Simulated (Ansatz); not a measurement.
C₂H₆F₂Sn, SMILES `C[CH2][SnH]([F])[F]`. Charge 0, multiplicity 1. Correlated methods include outer-core shells of Sn, which these sets cover unevenly. Sn: def2 effective core potential.

```xyz
11

C    -1.248    0.448    0.640
C    -0.637   -0.272   -0.555
Sn    1.483   -0.334   -0.411
F     2.049    1.485   -0.179
F     1.873   -1.116    1.297
H    -0.897    1.479    0.710
H    -2.338    0.472    0.553
H    -1.001   -0.051    1.579
H    -0.984   -1.305   -0.630
H    -0.880    0.224   -1.497
H     2.579   -1.030   -1.507
```

(1) Give the diagnostics of a CCSD(T)/def2-TZVPP run (frozen core, the Gaussian-basis code of Ansatz). (Best estimate.)

Results:

(1) The calculation gave: T1 = 0.0131, largest single amplitude 0.029, largest double 0.020, (T) share of the correlation energy 3.1 %, 9 CCSD cycles. The RHF solution is stable towards an unrestricted one. T1 lies under the customary mark of 0.02 for closed shells.
